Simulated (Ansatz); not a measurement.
```xyz
9

O    -1.184   -1.002    1.161
Si   -0.566    0.431    0.626
Si    1.110   -0.092   -0.921
Cl    0.269   -0.991   -2.576
H    -1.958   -0.978    1.725
H    -1.610    1.276   -0.021
H     0.023    1.229    1.742
H     2.123   -1.022   -0.361
H     1.793    1.148   -1.375
```

Charge 0, multiplicity 1.

(1) List the B3LYP/def2-TZVPP orbital energies in eV (the Gaussian-basis code of Ansatz). (Estimate.)

## Answers

(1) Ansatz gave: Occupied: -2762.34, -1799.81, -1799.59, -520.88, -257.10, -196.12, -195.98, -195.98, -144.29, -144.06, -99.66, -99.57, -99.57, -99.40, -99.37, -99.36, -27.73, -22.47, -16.02, -14.47, -13.05, -10.89, -10.53, -10.44, -10.37, -9.43, -8.74, -8.62, -7.82. Lowest empty: -0.90, -0.46, 0.51, 1.05, 1.26, 1.56, 2.00, 2.27.

B3LYP here is the variant with VWN-RPA as its local correlation; programs differ in this.
